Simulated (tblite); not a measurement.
Compound: C4H4O4P (charge -1).
Z-matrix (Å and degrees, GFN2-xTB geometry), rows numbered from 1:
```
O 
P   1  1.4912
O   2  1.4809  1  122.19
O   2  1.6732  1  106.66  3   125.93
C   2  1.8394  1  109.39  3  -128.75
C   5  1.4196  2  129.08  1   -21.44
C   6  1.3571  5  106.41  2   178.38
O   7  1.3519  6  110.78  5    -0.06
C   8  1.3544  7  105.98  6    -0.09
H   4  0.9548  2  101.51  1    19.83
H   6  1.0717  5  126.00  2    -0.87
H   7  1.0747  6  132.47  5  -179.79
H   9  1.0709  5  130.74  2     1.41
```

Computed geometry: GFN2-xTB, gas phase.

Masses are those of the commonest isotopes; rigid-rotor values at the optimised geometry. The values belong to one conformer with, in the numbering `[O:1]=[P@@:2]([O-:3])([OH:4])[c:5]1[cH:6][cH:7][o:8][cH:9]1`, O1–P2–O4–H 20°, O1–P2–C5–C6 -21°.

What are A, B and C (GHz)?

Ia = 162.46, Ib = 514.33, Ic = 567.49 u·Å²; 505379 MHz·u·Å²/I gives 3111, 982.6 and 890.5 MHz, that is A = 3.1109, B = 0.9826, C = 0.8905 GHz.

What kind of rotor is it?

A near-prolate asymmetric top; Ray's κ = -0.917.

Is it planar, by Δ = Ic − Ia − Ib?

Not planar: Δ = Ic − Ia − Ib = -109.29 u·Å². For a rigid frame Δ = −2 Σ m c², so Σ m c² = 54.65 u·Å² lies off the ab plane: 2.70 from hydrogen and 51.95 from heavier atoms. The atom farthest from that plane is 1.63 Å away.

Give the other two planar moments, Paa and Pbb, and the rms extents of the mass along the axes.

Paa = Σ m a² = (Ib + Ic − Ia)/2 = 459.68 and Pbb = Σ m b² = (Ia + Ic − Ib)/2 = 107.81 u·Å². With the mass M = 146.98 u, the rms extents √(P/M) along a, b and c are 1.77, 0.86, 0.61 Å.

Give the coordinates in the principal-axis frame, origin at the centre of mass.

The sense of each axis is arbitrary; atoms in the order of the calculation.
```json
{"atom": "O1", "mass (u)": "15.995", "a (Å)": "1.785", "b (Å)": "-1.227", "c (Å)": "0.736"}
{"atom": "P2", "mass (u)": "30.974", "a (Å)": "1.271", "b (Å)": "0.029", "c (Å)": "0.120"}
{"atom": "O3", "mass (u)": "15.995", "a (Å)": "1.682", "b (Å)": "1.369", "c (Å)": "0.599"}
{"atom": "O4", "mass (u)": "15.995", "a (Å)": "1.585", "b (Å)": "-0.078", "c (Å)": "-1.520"}
{"atom": "C5", "mass (u)": "12.000", "a (Å)": "-0.566", "b (Å)": "-0.036", "c (Å)": "0.041"}
{"atom": "C6", "mass (u)": "12.000", "a (Å)": "-1.423", "b (Å)": "-1.167", "c (Å)": "0.073"}
{"atom": "C7", "mass (u)": "12.000", "a (Å)": "-2.692", "b (Å)": "-0.687", "c (Å)": "0.023"}
{"atom": "O8", "mass (u)": "15.995", "a (Å)": "-2.692", "b (Å)": "0.663", "c (Å)": "-0.037"}
{"atom": "C9", "mass (u)": "12.000", "a (Å)": "-1.391", "b (Å)": "1.038", "c (Å)": "-0.022"}
{"atom": "H10", "mass (u)": "1.008", "a (Å)": "1.705", "b (Å)": "-1.019", "c (Å)": "-1.630"}
{"atom": "H11", "mass (u)": "1.008", "a (Å)": "-1.113", "b (Å)": "-2.191", "c (Å)": "0.137"}
{"atom": "H12", "mass (u)": "1.008", "a (Å)": "-3.651", "b (Å)": "-1.172", "c (Å)": "0.026"}
{"atom": "H13", "mass (u)": "1.008", "a (Å)": "-1.173", "b (Å)": "2.086", "c (Å)": "-0.058"}
```

Estimate the classical rotational partition function at 10 K, 25 K and 500 K.

Point group C1, symmetry number σ = 1; q = (√π/σ)·√((kT/h)³/(ABC)), k/h = 20836.6 MHz/K: 3230 at 10 K, 12800 at 25 K, 1140000 at 500 K.

Its GFN2-xTB frequencies are all real (lowest 17 cm⁻¹). No vibrational averaging or centrifugal distortion is included, and the geometry carries the error of its method.
